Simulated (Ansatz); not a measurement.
Gas-phase electronic energies from Ansatz, PBE0-D4/def2-TZVP geometries. CCSD(T)/CBS is the MP2 limit (def2-TZVPP, def2-QZVPP) plus CCSD(T) − MP2 in def2-TZVPP, frozen cores. This one scheme is used for every species, atoms too. No spin–orbit coupling; open shells (•) take unrestricted orbitals. Spin–orbit coupling would lower the free atoms: a little for C, O; strongly for Sn. def2 core potentials past Kr. Bonds to Sn are less sure, by a few kJ/mol each and by 10 to 20 or more in all where they break to atoms, as the def2 sets lack core-valence functions. Each species was taken in one conformer, which may not be the lowest.

Reaction (atomization): `O[CH2][SnH2][OH]` → C• + 6 H• + 2 O• + Sn•

`O[CH2][SnH2][OH]`:

Z-matrix (Å, degrees):
```
C
Sn 1 2.146
O 1 1.416 2 107.0
H 1 1.096 2 108.3 3 -121.5
H 1 1.096 2 108.3 3 121.5
O 2 1.976 1 101.2 3 -179.3
H 2 1.712 1 113.5 3 64.8
H 2 1.711 1 113.5 3 -63.4
H 3 0.961 1 108.9 2 180.0
H 6 0.959 2 113.9 1 -179.5
```

```json
{"species": "`O[CH2][SnH2][OH]`", "HF/CBS(def2) energy (Eh)": "-404.51346"}
{"species": "C•", "HF/CBS(def2) energy (Eh)": "-37.69379"}
{"species": "H•", "HF/CBS(def2) energy (Eh)": "-0.50000"}
{"species": "O•", "HF/CBS(def2) energy (Eh)": "-74.81904"}
{"species": "Sn•", "HF/CBS(def2) energy (Eh)": "-213.34077"}
```

Question: Work out ΔE.

Answer: ΔE = 6 × (-0.50000) + 2 × (-74.81904) + (-37.69379) + (-213.34077) − (-404.51346) = 0.84082 Eh = +2207.6 kJ/mol. CCSD(T)/CBS gives +3267.7 kJ/mol.

Largest T1 diagnostic among the species: 0.012.

In def2-TZVPP, CCSD(T) changes the Hartree–Fock value by +967.3 kJ/mol (the triples alone add +53.6 kJ/mol) and MP2 by +998.6 kJ/mol; breaking electron pairs costs correlation energy, which Hartree–Fock lacks. From PBE to PBE0 (25 % exact exchange), in def2-TZVPP and without D4, ΔE moves by −76.5 kJ/mol: exact exchange takes away binding that semilocal exchange gives to molecules. The D4 term adds +26.9 kJ/mol with B3LYP and +14.1 kJ/mol with PBE0; it sums over pairs of atoms, weighted by their polarisabilities, and B3LYP, whose exchange is more repulsive, gets the larger term.

B3LYP here is the variant with VWN-RPA as its local correlation; programs differ in this.

For atomizations the MP2-based limit and the directly extrapolated one differ by several kJ/mol either way, and by 10 to 25 for some Ge, Se and Sn compounds, so smaller differences from it don't rank the levels.
